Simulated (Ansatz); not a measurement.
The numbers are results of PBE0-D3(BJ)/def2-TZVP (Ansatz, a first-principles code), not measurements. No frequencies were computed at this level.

Ansatz 0.2 input:
```yaml
crystal:
  periodic: [false, false, false]
  atoms:
    - { symbol: B, position_ang: [-1.589257, -0.164312, -0.126641] }
    - { symbol: Si, position_ang: [0.110808, 0.697869, 0.315882] }
    - { symbol: B, position_ang: [1.46648, -0.605886, -0.223587] }
    - { symbol: H, position_ang: [-2.119494, -0.887455, 0.624992] }
    - { symbol: H, position_ang: [-2.078517, -0.045886, -1.183083] }
    - { symbol: H, position_ang: [0.210324, 1.071168, 1.745279] }
    - { symbol: H, position_ang: [0.280513, 2.012387, -0.344335] }
    - { symbol: H, position_ang: [1.901546, -0.622026, -1.309791] }
    - { symbol: H, position_ang: [1.817597, -1.455858, 0.501284] }
basis:
  gaussian: { orbitals: def2-tzvp }
hamiltonian:
  xc: pbe0
  dispersion: d3bj
relax:
  max_steps: 150
```

Output:

```
Functional definition: PBE0
870 factors; their error is unknown
mean field evaluation 1: about -9319.0654 eV, gradient 2.1e1 eV
mean field evaluation 2: about -9319.9328 eV, gradient 1.4e1 eV
mean field evaluation 4: about -9320.5606 eV, gradient 4.8e-1 eV
mean field evaluation 8: about -9320.5867 eV, gradient 1.4e-2 eV
mean field -9320.58671494 eV, -342.5252440536 hartree, gradient 3.1e-5 eV, S^2 0.000000; 0 other end points of the search recorded, 0 dependent functions left out
reference -9320.58675089 eV, -342.5252453747 hartree; 15, 15 occupied and 120, 120 virtual orbitals, 870 factors
relax step   1: F+E_penalty+E_count = -9320.72060547 eV  Δ(F+E_penalty+E_count) = +0.000e0 eV  max|allowed force component| = 1.081e0 eV/Å  Δτ_max = 0.0000 Å  (24 SCF iters, accepted)
these checks for a lower state are left out or cut short: starts, cluster_reference, orbital_swaps, neighbouring_geometries, increment
870 factors; their error is unknown
mean field evaluation 16: about -9320.6533 eV, gradient 2.9e-2 eV
mean field -9320.67851941 eV, -342.5286178053 hartree, gradient 1.6e-5 eV, S^2 0.000000; 0 other end points of the search recorded, 0 dependent functions left out
reference -9320.67855576 eV, -342.5286191413 hartree; 15, 15 occupied and 120, 120 virtual orbitals, 870 factors
relax step   2: F+E_penalty+E_count = -9320.81195174 eV  Δ(F+E_penalty+E_count) = -9.135e-2 eV  max|allowed force component| = 2.443e-1 eV/Å  Δτ_max = 0.0962 Å  (27 SCF iters, accepted)
these checks for a lower state are left out or cut short: starts, cluster_reference, orbital_swaps, neighbouring_geometries, increment
870 factors; their error is unknown
mean field -9320.69011132 eV, -342.5290438002 hartree, gradient 1.6e-5 eV, S^2 0.000000; 0 other end points of the search recorded, 0 dependent functions left out
reference -9320.69014773 eV, -342.5290451385 hartree; 15, 15 occupied and 120, 120 virtual orbitals, 870 factors
relax step   3: F+E_penalty+E_count = -9320.82288696 eV  Δ(F+E_penalty+E_count) = -1.094e-2 eV  max|allowed force component| = 1.850e-1 eV/Å  Δτ_max = 0.0317 Å  (28 SCF iters, accepted)
these checks for a lower state are left out or cut short: starts, cluster_reference, orbital_swaps, neighbouring_geometries, increment
870 factors; their error is unknown
mean field evaluation 32: about -9320.6942 eV, gradient 3.7e-5 eV
mean field -9320.69419683 eV, -342.5291939401 hartree, gradient 1.6e-5 eV, S^2 0.000000; 0 other end points of the search recorded, 0 dependent functions left out
reference -9320.69423325 eV, -342.5291952786 hartree; 15, 15 occupied and 120, 120 virtual orbitals, 870 factors
relax step   4: F+E_penalty+E_count = -9320.82700549 eV  Δ(F+E_penalty+E_count) = -4.119e-3 eV  max|allowed force component| = 3.255e-2 eV/Å  Δτ_max = 0.0165 Å  (28 SCF iters, accepted)
these checks for a lower state are left out or cut short: starts, cluster_reference, orbital_swaps, neighbouring_geometries, increment
870 factors; their error is unknown
mean field -9320.69429642 eV, -342.5291976001 hartree, gradient 1.6e-5 eV, S^2 0.000000; 0 other end points of the search recorded, 0 dependent functions left out
reference -9320.69433284 eV, -342.5291989384 hartree; 15, 15 occupied and 120, 120 virtual orbitals, 870 factors
relax step   5: F+E_penalty+E_count = -9320.82722669 eV  Δ(F+E_penalty+E_count) = -2.212e-4 eV  max|allowed force component| = 1.444e-2 eV/Å  Δτ_max = 0.0105 Å  (28 SCF iters, accepted)
these checks for a lower state are left out or cut short: starts, cluster_reference, orbital_swaps, neighbouring_geometries, increment
870 factors; their error is unknown
mean field -9320.69429602 eV, -342.5291975854 hartree, gradient 1.6e-5 eV, S^2 0.000000; 0 other end points of the search recorded, 0 dependent functions left out
reference -9320.69433243 eV, -342.5291989234 hartree; 15, 15 occupied and 120, 120 virtual orbitals, 870 factors
relax step   6: F+E_penalty+E_count = -9320.82732755 eV  Δ(F+E_penalty+E_count) = -1.009e-4 eV  max|allowed force component| = 1.238e-2 eV/Å  Δτ_max = 0.0084 Å  (28 SCF iters, accepted)
these checks for a lower state are left out or cut short: starts, cluster_reference, orbital_swaps, neighbouring_geometries, increment
870 factors; their error is unknown
mean field -9320.69427465 eV, -342.5291967998 hartree, gradient 1.6e-5 eV, S^2 0.000000; 0 other end points of the search recorded, 0 dependent functions left out
reference -9320.69431103 eV, -342.5291981369 hartree; 15, 15 occupied and 120, 120 virtual orbitals, 870 factors
relax step   7: F+E_penalty+E_count = -9320.82740464 eV  Δ(F+E_penalty+E_count) = -7.708e-5 eV  max|allowed force component| = 2.948e-3 eV/Å  Δτ_max = 0.0088 Å  (28 SCF iters, accepted)
870 factors; their error is unknown
mean field evaluation 64: about -9320.6942 eV, gradient 1.7e-1 eV
mean field -9320.69427465 eV, -342.5291967998 hartree, gradient 1.8e-5 eV, S^2 0.000000; 1 other end points of the search recorded, 0 dependent functions left out
reference -9320.69431103 eV, -342.5291981369 hartree; 15, 15 occupied and 120, 120 virtual orbitals, 870 factors
Total energy: -9320.82744102 eV, -342.5340905738 hartree
Atom 0 at    -1.594166    -0.168529    -0.129738 Å, force     0.002948     0.001098     0.000752 eV/Å
Atom 1 at     0.121049     0.761167     0.346737 Å, force     0.000208     0.001305     0.000830 eV/Å
Atom 2 at     1.470072    -0.611491    -0.227084 Å, force    -0.002467     0.001851     0.000993 eV/Å
Atom 3 at    -2.129160    -0.902430     0.647024 Å, force    -0.000686    -0.000975    -0.000412 eV/Å
Atom 4 at    -2.073301    -0.052426    -1.218358 Å, force    -0.000298    -0.000973    -0.000783 eV/Å
Atom 5 at     0.207152     1.035211     1.809480 Å, force     0.000016     0.000236    -0.000568 eV/Å
Atom 6 at     0.281740     2.038132    -0.405172 Å, force    -0.000044    -0.000407     0.000447 eV/Å
Atom 7 at     1.894058    -0.625765    -1.344301 Å, force    -0.000072    -0.001010    -0.000807 eV/Å
Atom 8 at     1.822557    -1.473869     0.521413 Å, force     0.000396    -0.001125    -0.000453 eV/Å
Dipole moment:    -0.004746    -0.029819    -0.013706 e Å
```

Cost: about 18 core-seconds (a rough figure).
